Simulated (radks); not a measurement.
Values are calculated unless marked as measured or tabulated.
Numerical settings for neutral boron, [He] 2s2 2p1. Code: a radial shooting solver on a logarithmic mesh with Libxc functionals. Model: non-relativistic Kohn-Sham, BLYP, spin-unpolarised, spherical densities, point nucleus. The defaults (mesh step 0.008 in ln r, mesh end at 40 bohr or more with all orbitals vanishing there, Anderson mixing 0.5 over 9 steps, residual threshold near 1e-9 with the energy settled to 1e-9 hartree or 1e-11 of itself, here a cap of 59 iterations) give E = -24.6370 hartree and 2p at -3.539 eV in 13 iterations. Run on one thread of a shared host, so times are rough (Arm Neoverse N1): 0.06 s of CPU time, 0.06 s wall, 13 iterations on 2496 mesh points. Changes against that run (0 stands for a change within the tolerance of the run):

| setting | iterations | converged | E (mhartree) | e(2p) (meV) | CPU (s) |
|---|---|---|---|---|---|
| mesh step in ln r 0.12 | 4 | no | diverged | - | 0.01 |
| mesh step in ln r 0.08 | 13 | yes | +0.00035 | 0 | 0.02 |
| mesh step in ln r 0.2 | 59 | no | -1.68e+05 | - | 0.08 |
| mesh end (bohr) 1 | 13 | level above zero | +2.59e+04 | +2.09e+05 | 0.04 |
| mesh end (bohr) 8 | 13 | yes | +1.21 | +120 | 0.05 |
| residual threshold 1e-13 | 59 | no | 0 | 0 | 0.18 |
| residual threshold 1e-16 | 59 | no | 0 | 0 | 0.18 |
| mixing 0.05 | 16 | yes | 0 | 0 | 0.07 |
| linear mixing, mixing 0.05 | 59 | no | +0.0294 | -229 | 0.19 |
| linear mixing, mixing 1 | 46 | yes | 0 | 0 | 0.14 |
| mixing history 20 | 18 | yes | 0 | 0 | 0.07 |
| iteration cap 2 | 2 | no | +9.43 | -3.78e+03 | 0.01 |

Settled on a wrong energy, with an occupied level pushed above zero by the early mesh end: mesh end (bohr) 1 (+25.9 hartree). Apart from these: settings that end as converged yet miss the energy by more than 1 mhartree: mesh end (bohr) 8 (+0.00121 hartree). A mesh that ends early acts as a hard wall.
